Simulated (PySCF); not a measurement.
**Electronic absorption of C2H5BF2O**

Species: C₂H₅BF₂O.
Structure used (PBE0-D3(BJ)/def2-SVP), in Å, numbered top down from 1:
```xyz
11
C2H5BF2O angstrom
C     -1.7115    0.6373    0.4632
B     -0.4996   -0.2548    0.0535
O      0.6637    0.3970   -0.2879
C      1.7816   -0.2846   -0.6622
F      1.5490   -1.0006   -1.7726
F      2.1622   -1.1428    0.2965
H     -1.4918    1.0985    1.4431
H     -2.6562    0.0853    0.5555
H     -1.8436    1.4744   -0.2414
H     -0.5132   -1.4635    0.0331
H      2.5989    0.4290   -0.8548
```

Method: TDDFT PBE0/def2-SVPD, vertical, gas phase, core orbitals frozen in the response in PySCF 2.14.0, density-fitted response routines.

| state | E (eV) | E (hartree) | f | main configurations (H = HOMO, L = LUMO) |
| --- | --- | --- | --- | --- |
| S1 | 6.56 | 0.2409 | 0.0009 | H→L (99%) |
| S2 | 8.39 | 0.3085 | 0.0091 | H-2→L (79%), H-1→L (16%) |
| S3 | 8.58 | 0.3155 | 0.018 | H→L+1 (98%) |
| S4 | 8.69 | 0.3192 | 0.157 | H-1→L (80%), H-2→L (15%) |
| S5 | 8.96 | 0.3294 | 0.0062 | H-3→L (91%) |
| S6 | 9.20 | 0.3382 | 0.021 | H→L+2 (96%) |
| S7 | 9.55 | 0.3508 | 0.0009 | H-5→L (74%), H-4→L (11%) |
| S8 | 9.59 | 0.3525 | 0.179 | H→L+3 (94%) |
| S9 | 9.75 | 0.3583 | 0.033 | H-4→L (81%), H-5→L (12%) |
| S10 | 9.90 | 0.3638 | 0.011 | H→L+4 (97%) |

Triplets (Tamm–Dancoff): T1 5.89 eV, H→L (98%); T2 7.64 eV, H-1→L (91%); T3 7.77 eV, H-2→L (78%), H-5→L (9%); T4 8.36 eV, H→L+1 (94%).

The lowest singlet lies at 6.56 eV (189 nm, vacuum ultraviolet) and is very weak; its leading configuration is HOMO→LUMO (99%). The strongest level in the table is S8 at 9.59 eV (129 nm, f = 0.179). Löwdin shares by element: HOMO boron 28%, carbon 20% or more, oxygen 20%, hydrogen 20% or more; LUMO boron 48%, oxygen 16%, carbon 14% or more, hydrogen 10% or more. Weighted by f, the mean energy of these states is 9.18 eV. The oscillator strengths of these states sum to 0.436; summed over the whole spectrum of an exact calculation they would give the number of electrons, 48 (Thomas–Reiche–Kuhn). Orbital energies (eV): HOMO-3 -11.18, HOMO-2 -10.61, HOMO-1 -10.51, HOMO -9.06, LUMO -0.59, LUMO+1 0.61, LUMO+2 1.14. The vertical ionisation energy (ΔSCF) is 11.40 eV, 1.50 eV above S10. The window holds the lowest 10 singlets.

One conformer stands for the species.
